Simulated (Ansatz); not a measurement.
C6H7N, charge -1, doublet (typed; the unrestricted solution is spin-contaminated), at a GFN2-xTB geometry (a state made from the parent by changing its charge; the spin is typed, not shown lowest) (a gas-phase anion, which may not be bound at this level); MP2/6-31G run with Ansatz (a program for electronic structure).

The Ansatz input:
Ansatz 0.2 input:
```yaml
crystal:
  periodic: [false, false, false]
  atoms:
    - {symbol: N, position_ang: [2.30611278, -0.37368377, 0.31850955]}
    - {symbol: C, position_ang: [0.90316781, -0.14061152, 0.11221571]}
    - {symbol: C, position_ang: [0.35524328, 1.05773136, 0.53014933]}
    - {symbol: C, position_ang: [-1.07583796, 1.26684553, 0.37770631]}
    - {symbol: C, position_ang: [-1.84035512, 0.27071353, -0.19415680]}
    - {symbol: C, position_ang: [-1.29183375, -0.92008430, -0.62417739]}
    - {symbol: C, position_ang: [0.13891277, -1.13258749, -0.47328697]}
    - {symbol: H, position_ang: [2.67176231, -0.99965113, -0.39248319]}
    - {symbol: H, position_ang: [2.82005029, 0.50174578, 0.29534185]}
    - {symbol: H, position_ang: [0.97376850, 1.83035100, 0.97826414]}
    - {symbol: H, position_ang: [-1.51633033, 2.20195286, 0.71122039]}
    - {symbol: H, position_ang: [-2.91550490, 0.43071945, -0.31162941]}
    - {symbol: H, position_ang: [-1.90147736, -1.69761168, -1.07526134]}
    - {symbol: H, position_ang: [0.58915985, -2.06376258, -0.80572037]}
basis:
  gaussian:
    orbitals: 6-31G
total_charge: -1
magnetization: {spin_polarized: true, initial_magnetization: 1}
correlation: {method: mp2, electrons: all}
```

**Question.** Write the output that Ansatz gives for this input, abridged.

**Answer.** 
```
Functional definition: HF
1118 factors; integrals over basis functions are off by at most 2.4e-4 eV
mean field evaluation 1: about -7766.3136 eV, gradient 2.1e1 eV
mean field evaluation 2: about -7766.3238 eV, gradient 2.1e1 eV
mean field evaluation 4: about -7769.3692 eV, gradient 2.9e0 eV
mean field evaluation 8: about -7769.4886 eV, gradient 1.3e-1 eV
mean field evaluation 16: about -7769.1604 eV, gradient 2.0e0 eV
mean field -7769.48965449 eV, -285.5234784532 hartree, gradient 1.8e-6 eV, S^2 0.851520; 4 other end points of the search recorded, 0 dependent functions left out
reference -7769.48965449 eV, -285.5234784532 hartree; 26, 25 occupied and 51, 52 virtual orbitals, 1118 factors
second order -16.96795850 eV of doubles, -0.00000000 eV of singles
Total energy: -7786.45761299 eV, -286.1470394267 hartree
```
